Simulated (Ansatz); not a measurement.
A run for Ansatz (a quantum-chemistry and plane-wave program): R-PBE/def2-TZVPP on C3H9B (SMILES BC(C)C).

Ansatz 0.2 input:
```yaml
crystal:
  periodic: [false, false, false]
  atoms:
    - {symbol: B, position_ang: [-0.54027638, 1.54079213, -0.06373915]}
    - {symbol: C, position_ang: [0.02804365, 0.13624689, 0.26614340]}
    - {symbol: C, position_ang: [-0.97347170, -1.02484003, 0.24239050]}
    - {symbol: C, position_ang: [1.35493895, -0.23532537, -0.40689089]}
    - {symbol: H, position_ang: [0.18534299, 2.42426638, -0.41084575]}
    - {symbol: H, position_ang: [-1.69581315, 1.78642263, 0.11495742]}
    - {symbol: H, position_ang: [0.25440746, 0.34938227, 1.33720682]}
    - {symbol: H, position_ang: [-0.55150735, -1.92733472, 0.69162366]}
    - {symbol: H, position_ang: [-1.24793768, -1.27257375, -0.78607776]}
    - {symbol: H, position_ang: [-1.89079243, -0.77497771, 0.77723091]}
    - {symbol: H, position_ang: [1.79251418, -1.13258585, 0.03787541]}
    - {symbol: H, position_ang: [2.08384854, 0.57268616, -0.33096891]}
    - {symbol: H, position_ang: [1.20070291, -0.44215902, -1.46890566]}
basis:
  gaussian:
    orbitals: def2-TZVPP
hamiltonian:
  xc: {name: PBE}
scf: {lower_state_search: off}
```

It printed:

```
WARN ansatz: RAYON_NUM_THREADS=1 ignored (pool sized by the plan → 1); use --threads N
Functional definition: PBE
these checks for a lower state are left out or cut short: stability, starts, cluster_reference, orbital_swaps, neighbouring_geometries, increment
integrals: 0.14 GiB planned
1240 factors; their error is unknown
mean field: 1.26 GiB planned
mean field evaluation 1: about -3913.5575 eV, gradient 7.9e1 eV
mean field evaluation 2: about -3881.5509 eV, gradient 1.3e2 eV
mean field evaluation 4: about -3928.7350 eV, gradient 9.2e0 eV
mean field evaluation 8: about -3928.9282 eV, gradient 2.0e-1 eV
mean field evaluation 16: about -3928.8936 eV, gradient 3.3e-4 eV
mean field -3928.89355176 eV, -144.3841749275 hartree, gradient 1.8e-6 eV, S^2 0.000000; 0 other end points of the search recorded, 0 dependent functions left out
reference -3928.89359996 eV, -144.3841766988 hartree; 16, 16 occupied and 234, 234 virtual orbitals, 1240 factors
Total energy: -3928.89359996 eV, -144.3841766988 hartree
Checks for a lower state left out: stability, starts, cluster_reference, orbital_swaps, neighbouring_geometries, increment
```

Self-consistency was reached.

Cost: about 4 core-seconds (a rough figure).
